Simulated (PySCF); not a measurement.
## Telling isomers of C6H8O2 apart by NMR

- J couplings at B3LYP/pcJ-1 (spin–dipole term left out of most H,H and C,H couplings)
- GIAO PBE0/pcSseg-1 shieldings
- PBE0-D3(BJ)/def2-SVP geometry
- run in PySCF 2.14.0 with density-fitted response routines
- relativity neglected, single conformer, gas phase, equivalent nuclei averaged

δ = σ(ref) − σ, references computed at the same level: ¹H (σref 31.27), ¹³C (σref 184.41) against TMS. Multiplet labels drop J under 1 Hz and among equivalent protons, and merge close values. Unscaled 3J(H,H) run several per cent high. Shifts are as computed. Against solution values, carbons near 30 ppm lie about +2 ppm off and those near 130 ppm about +5 ppm (rms about the fit 1.9 ppm; single classes can miss by 10 ppm). Of 1328 compounds with measured shifts, 309 miss one by over three times the rms of a fit or turn the order of signals round; such compounds aren't used in these exercises. Signals without a measured value on file couldn't be tested in this way; 1H shifts scatter by 0.2 ppm about their fit, and single ones miss by 0.5 ppm.

(1) Tabulate the signals of `O=C1CCC(=O)CC1`, `COCc1ccoc1` and their relative energies.

(2) What is the quickest way to tell O=C1CCC(=O)CC1 from COCc1ccoc1?

## Answers

(1) 
```tsv
SMILES	carbon types	δC	δH	E rel. (kcal/mol)
O=C1CCC(=O)CC1	2×C 4×CH2	210.9, 38.2	2.42 (s, 8H)	0.0
COCc1ccoc1	1×C 3×CH 1×CH2 1×CH3	147.7, 144.6, 128.9, 116.7, 66.3, 56.0	7.41 (dd, 1H), 7.26 (q, 1H), 6.71 (d, 1H), 4.33 (d, 2H), 3.05 (s, 3H)	32.0
```

Energies are electronic energies at PBE0/pcSseg-1 on these geometries, without zero-point or thermal terms, each for the one conformer computed, which needn't be the lowest.

(2) Count the carbon signals: 2 against 6. The first has a ketone carbonyl carbon (C) at 210.9 ppm, the second an aromatic CH next to the ring oxygen at 147.7 ppm. In the proton spectra the most deshielded non-exchanging signals are 2.42 (s, 8H) and 7.41 (dd, J = 2.2, 1.4 Hz, 1H).
